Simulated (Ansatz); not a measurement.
Ansatz (an electronic-structure program) job for C₁₁H₈OS, SMILES O=Cc1ccc(-c2cccs2)cc1, PBE-D3(BJ)/def2-SVP. 

Ansatz 0.2 input:
```yaml
crystal:
  periodic: [false, false, false]
  atoms:
    - {symbol: O, position_ang: [4.90003836, 0.61419419, 0.45582090]}
    - {symbol: C, position_ang: [4.19009940, 0.14950414, -0.40766314]}
    - {symbol: C, position_ang: [2.71593343, 0.06451491, -0.33248236]}
    - {symbol: C, position_ang: [1.97927418, -0.49283765, -1.38812392]}
    - {symbol: C, position_ang: [0.59304684, -0.57410971, -1.32037176]}
    - {symbol: C, position_ang: [-0.10365436, -0.09889370, -0.18953836]}
    - {symbol: C, position_ang: [-1.56356097, -0.18670976, -0.12208689]}
    - {symbol: C, position_ang: [-2.44334510, -0.70742550, -1.05447733]}
    - {symbol: C, position_ang: [-3.80657620, -0.62877458, -0.65665301]}
    - {symbol: C, position_ang: [-3.96277593, -0.04807292, 0.57840212]}
    - {symbol: S, position_ang: [-2.44796270, 0.40818837, 1.26665369]}
    - {symbol: C, position_ang: [0.64977921, 0.46029415, 0.86749686]}
    - {symbol: C, position_ang: [2.03293856, 0.54130606, 0.79876810]}
    - {symbol: H, position_ang: [4.62833797, -0.26124618, -1.35545271]}
    - {symbol: H, position_ang: [2.50395346, -0.86620770, -2.27236128]}
    - {symbol: H, position_ang: [0.04245947, -1.01078099, -2.15421430]}
    - {symbol: H, position_ang: [-2.12222416, -1.13735474, -2.00285755]}
    - {symbol: H, position_ang: [-4.63946915, -0.98836381, -1.26191897]}
    - {symbol: H, position_ang: [-4.88651702, 0.13758784, 1.12403169]}
    - {symbol: H, position_ang: [0.13702313, 0.83585592, 1.75585007]}
    - {symbol: H, position_ang: [2.61657833, 0.97316952, 1.61427450]}
basis:
  gaussian:
    orbitals: def2-SVP
hamiltonian:
  xc: pbe
  dispersion: d3bj
relax: {f_tol: 0.002, max_steps: 200}
```

Output:

```
Functional definition: PBE
integrals: 0.27 GiB planned
2550 factors; their error is unknown
mean field: 1.28 GiB planned
mean field evaluation 1: about -24360.3346 eV, gradient 9.5e1 eV
mean field evaluation 2: about -24302.1095 eV, gradient 1.8e2 eV
mean field evaluation 4: about -24382.5510 eV, gradient 3.2e1 eV
mean field evaluation 8: about -24385.0542 eV, gradient 4.5e-1 eV
mean field evaluation 16: about -24384.8975 eV, gradient 1.4e-2 eV
mean field -24384.89753720 eV, -896.1284558151 hartree, gradient 2.8e-5 eV, S^2 0.000000; 0 other end points of the search recorded, 0 dependent functions left out
the calculation of the forces begins
reference -24384.89757873 eV, -896.1284573409 hartree; 49, 49 occupied and 177, 177 virtual orbitals, 2550 factors
relax step   1: F+E_penalty+E_count = -24385.63478303 eV  Δ(F+E_penalty+E_count) = +0.000e0 eV  max|allowed force component| = 6.481e-1 eV/Å  Δτ_max = 0.0000 Å  (37 SCF iters, accepted)
these checks for a lower state are left out or cut short: starts, cluster_reference, orbital_swaps, neighbouring_geometries, increment
integrals: 0.27 GiB planned
2550 factors; their error is unknown
mean field: 1.28 GiB planned
mean field -24384.92428528 eV, -896.1294387888 hartree, gradient 1.8e-5 eV, S^2 0.000000; 0 other end points of the search recorded, 0 dependent functions left out
the calculation of the forces begins
reference -24384.92432699 eV, -896.1294403216 hartree; 49, 49 occupied and 177, 177 virtual orbitals, 2550 factors
relax step   2: F+E_penalty+E_count = -24385.66001177 eV  Δ(F+E_penalty+E_count) = -2.523e-2 eV  max|allowed force component| = 1.668e-1 eV/Å  Δτ_max = 0.0178 Å  (36 SCF iters, accepted)
these checks for a lower state are left out or cut short: starts, cluster_reference, orbital_swaps, neighbouring_geometries, increment
integrals: 0.27 GiB planned
2550 factors; their error is unknown
mean field: 1.28 GiB planned
mean field evaluation 32: about -24385.0838 eV, gradient 6.8e-1 eV
mean field -24384.92698048 eV, -896.1295378355 hartree, gradient 1.9e-5 eV, S^2 0.000000; 0 other end points of the search recorded, 0 dependent functions left out
the calculation of the forces begins
reference -24384.92702226 eV, -896.1295393710 hartree; 49, 49 occupied and 177, 177 virtual orbitals, 2550 factors
relax step   3: F+E_penalty+E_count = -24385.66217351 eV  Δ(F+E_penalty+E_count) = -2.162e-3 eV  max|allowed force component| = 3.854e-2 eV/Å  Δτ_max = 0.0072 Å  (37 SCF iters, accepted)
these checks for a lower state are left out or cut short: starts, cluster_reference, orbital_swaps, neighbouring_geometries, increment
integrals: 0.27 GiB planned
2550 factors; their error is unknown
mean field: 1.28 GiB planned
mean field -24384.92697782 eV, -896.1295377379 hartree, gradient 1.8e-5 eV, S^2 0.000000; 0 other end points of the search recorded, 0 dependent functions left out
the calculation of the forces begins
reference -24384.92701961 eV, -896.1295392735 hartree; 49, 49 occupied and 177, 177 virtual orbitals, 2550 factors
relax step   4: F+E_penalty+E_count = -24385.66217185 eV  Δ(F+E_penalty+E_count) = +1.662e-6 eV  max|allowed force component| = 2.245e-2 eV/Å  Δτ_max = 0.0035 Å  (37 SCF iters, rejected (line search))
these checks for a lower state are left out or cut short: starts, cluster_reference, orbital_swaps, neighbouring_geometries, increment
integrals: 0.27 GiB planned
2550 factors; their error is unknown
mean field: 1.28 GiB planned
mean field -24384.92703329 eV, -896.1295397760 hartree, gradient 1.8e-5 eV, S^2 0.000000; 0 other end points of the search recorded, 0 dependent functions left out
the calculation of the forces begins
reference -24384.92707507 eV, -896.1295413116 hartree; 49, 49 occupied and 177, 177 virtual orbitals, 2550 factors
relax step   5: F+E_penalty+E_count = -24385.66223360 eV  Δ(F+E_penalty+E_count) = -6.009e-5 eV  max|allowed force component| = 6.758e-3 eV/Å  Δτ_max = 0.0018 Å  (37 SCF iters, accepted)
these checks for a lower state are left out or cut short: starts, cluster_reference, orbital_swaps, neighbouring_geometries, increment
integrals: 0.27 GiB planned
2550 factors; their error is unknown
mean field: 1.28 GiB planned
mean field -24384.92701748 eV, -896.1295391951 hartree, gradient 1.8e-5 eV, S^2 0.000000; 0 other end points of the search recorded, 0 dependent functions left out
the calculation of the forces begins
reference -24384.92705926 eV, -896.1295407306 hartree; 49, 49 occupied and 177, 177 virtual orbitals, 2550 factors
relax step   6: F+E_penalty+E_count = -24385.66223831 eV  Δ(F+E_penalty+E_count) = -4.709e-6 eV  max|allowed force component| = 1.609e-3 eV/Å  Δτ_max = 0.0012 Å  (37 SCF iters, accepted)
integrals: 0.27 GiB planned
2550 factors; their error is unknown
mean field: 1.28 GiB planned
mean field evaluation 64: about -24384.9270 eV, gradient 2.7e-3 eV
mean field -24384.92701748 eV, -896.1295391951 hartree, gradient 1.8e-5 eV, S^2 0.000000; 1 other end points of the search recorded, 0 dependent functions left out
the calculation of the forces begins
reference -24384.92705926 eV, -896.1295407306 hartree; 49, 49 occupied and 177, 177 virtual orbitals, 2550 factors
Total energy: -24385.66228009 eV, -896.1565595979 hartree
Atom 0 at     4.915868     0.621638     0.470077 Å, force    -0.000189    -0.000092    -0.000514 eV/Å
Atom 1 at     4.202088     0.152743    -0.402674 Å, force    -0.000064    -0.000122     0.000523 eV/Å
Atom 2 at     2.725941     0.065663    -0.331696 Å, force    -0.000152     0.000159     0.000096 eV/Å
Atom 3 at     1.986916    -0.494532    -1.393896 Å, force     0.000125     0.000039    -0.000093 eV/Å
Atom 4 at     0.595472    -0.577199    -1.328375 Å, force    -0.000238     0.000078     0.000077 eV/Å
Atom 5 at    -0.107428    -0.100278    -0.192248 Å, force     0.000882    -0.000297    -0.000622 eV/Å
Atom 6 at    -1.565926    -0.188897    -0.126365 Å, force    -0.000722    -0.000167     0.000138 eV/Å
Atom 7 at    -2.457506    -0.712717    -1.061922 Å, force     0.000523     0.000117     0.000242 eV/Å
Atom 8 at    -3.818786    -0.631058    -0.658512 Å, force    -0.001291     0.000234     0.000583 eV/Å
Atom 9 at    -3.968701    -0.044483     0.585975 Å, force     0.000026    -0.000277    -0.000272 eV/Å
Atom 10 at    -2.448470     0.408822     1.266903 Å, force    -0.000918    -0.000463    -0.001609 eV/Å
Atom 11 at     0.649073     0.461994     0.871293 Å, force     0.001168     0.000015     0.000044 eV/Å
Atom 12 at     2.037160     0.544088     0.804346 Å, force    -0.000440    -0.000079     0.000091 eV/Å
Atom 13 at     4.643145    -0.262150    -1.360747 Å, force     0.000081     0.000301     0.000278 eV/Å
Atom 14 at     2.519717    -0.869255    -2.283236 Å, force     0.000031     0.000154     0.000266 eV/Å
Atom 15 at     0.040662    -1.017027    -2.169022 Å, force     0.000247     0.000027     0.000019 eV/Å
Atom 16 at    -2.135372    -1.146843    -2.017486 Å, force     0.000474     0.000094     0.000233 eV/Å
Atom 17 at    -4.662958    -0.991371    -1.261838 Å, force    -0.000138     0.000224     0.000419 eV/Å
Atom 18 at    -4.893987     0.147197     1.142840 Å, force     0.001050     0.000323     0.000468 eV/Å
Atom 19 at     0.127735     0.839208     1.765108 Å, force    -0.000529    -0.000154    -0.000171 eV/Å
Atom 20 at     2.628733     0.978293     1.624572 Å, force     0.000073    -0.000114    -0.000196 eV/Å
Dipole moment:    -0.815009    -0.213535    -0.310327 e Å
```

The run converged.
